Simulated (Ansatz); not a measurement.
thioethanol (C2H6S), singlet, at a GFN2-xTB geometry; BLYP/STO-3G (Ansatz, a program for electronic structure).

The Ansatz input:
Ansatz 0.2 input:
```yaml
crystal:
  periodic: [false, false, false]
  atoms:
    - {symbol: C, position_ang: [1.52061639, 0.69110205, -0.00537013]}
    - {symbol: C, position_ang: [0.01160357, 0.83116525, 0.00317706]}
    - {symbol: S, position_ang: [-0.76180616, -0.83788851, 0.00077464]}
    - {symbol: H, position_ang: [-2.02039087, -0.40414507, 0.00913826]}
    - {symbol: H, position_ang: [-0.33041049, 1.34965505, 0.89884698]}
    - {symbol: H, position_ang: [-0.33986788, 1.35660473, -0.88474809]}
    - {symbol: H, position_ang: [1.98452811, 1.67524859, -0.00399531]}
    - {symbol: H, position_ang: [1.85553895, 0.14418625, 0.87317856]}
    - {symbol: H, position_ang: [1.84618103, 0.15106283, -0.89165625]}
basis:
  gaussian:
    orbitals: STO-3G
hamiltonian:
  xc: blyp
scf: {lower_state_search: off}
```

It wrote (shortened):

```
Functional definition: BLYP
these checks for a lower state are left out or cut short: stability, starts, cluster_reference, orbital_swaps, neighbouring_geometries, increment
318 factors; integrals over basis functions are off by at most 3.3e-5 eV
mean field evaluation 1: about -12858.3693 eV, gradient 4.2e0 eV
mean field evaluation 2: about -12858.3941 eV, gradient 3.2e0 eV
mean field evaluation 4: about -12858.4248 eV, gradient 8.8e-2 eV
mean field evaluation 8: about -12858.3526 eV, gradient 5.0e-4 eV
mean field -12858.35260915 eV, -472.5357426817 hartree, gradient 1.7e-6 eV, S^2 0.000000; 0 other end points of the search recorded, 0 dependent functions left out
reference -12858.35283550 eV, -472.5357510000 hartree; 17, 17 occupied and 8, 8 virtual orbitals, 318 factors
Total energy: -12858.35283550 eV, -472.5357510000 hartree
Checks for a lower state left out: stability, starts, cluster_reference, orbital_swaps, neighbouring_geometries, increment
```
